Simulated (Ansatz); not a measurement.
A nudged elastic band was laid between two geometries of C₂H₆FGaO (11 atoms, charge 0, multiplicity 1).

All numbers below come from RKS PBE-D4/def2-SVP in Ansatz.

```yaml
movable_images: 5
climbing_image: yes
spring: 5.0 eV/Å²
optimiser: quadratic models (default)
start_path: through a guess of the saddle point
force_threshold: 0.05 eV/Å
iteration_limit: 60
end_points: relaxed
```

First end point:

```xyz
11
Properties=species:S:1:pos:R:3
C 0.280 -0.559 1.221
C -0.826 0.266 0.573
O -0.976 -0.002 -0.819
Ga 0.313 0.279 -2.030
F 1.793 1.007 -1.371
H 0.330 -0.367 2.313
H 1.265 -0.294 0.784
H 0.100 -1.643 1.069
H -0.638 1.351 0.751
H -1.806 0.031 1.046
H 0.165 -0.069 -3.535
```

Last end point:

```xyz
11
Properties=species:S:1:pos:R:3
C 0.110 -0.714 1.589
C -0.822 0.082 1.055
O -0.865 0.324 -0.319
Ga 0.835 0.376 -1.702
F 1.484 -1.218 -1.172
H 0.136 -0.847 2.679
H 1.650 1.586 -1.106
H 0.843 -1.226 0.945
H -1.594 0.622 1.627
H -1.715 0.709 -0.597
H -0.061 0.306 -3.000
```

Task: What changes between the two ends?

Result: Bonds broken: C1–H7, C2–H10. Bonds formed: O3–H10, Ga4–H7.

Task: What energy profile does the band end with?

Result: The run ended unconverged. The highest image is number 3 of 0 to 6, 84.2 kcal/mol above the first end and 54.2 kcal/mol above the last; the last end lies 30.0 kcal/mol above the first. The band didn't meet its force threshold, so its energies are provisional: the largest band force was still 0.11 eV/Å, and over the last iterations the top stayed at 3.65 eV. Neighbouring images lie up to 4.7 Å apart, so the band is torn or far too coarse. Inner images lie below an end point, which means an intermediate or an end that isn't the lowest structure nearby. The orbitals stay closed-shell, which can raise the energy where a bond breaks towards radicals; this wasn't checked here.

```
image  path coordinate (Å)  energy (kcal/mol)  C1–H7 (Å)  C2–H10 (Å)  O3–H10 (Å)
    0                 0.00                0.0       1.11        1.11        2.04
    1                 2.28                1.3       1.11        1.12        2.06
    2                 4.56                0.2       1.11        1.11        2.11
    3                 6.84               84.2       1.20        1.47        1.08
    4                11.56               27.7       5.02        2.02        0.99
    5                16.28               27.9       3.80        2.03        1.00
    6                20.97               30.0       3.86        1.98        0.97
```

Time of the run: 12 min on 2 threads of Arm Neoverse V1, on a shared host, peak memory 0.17 GiB.
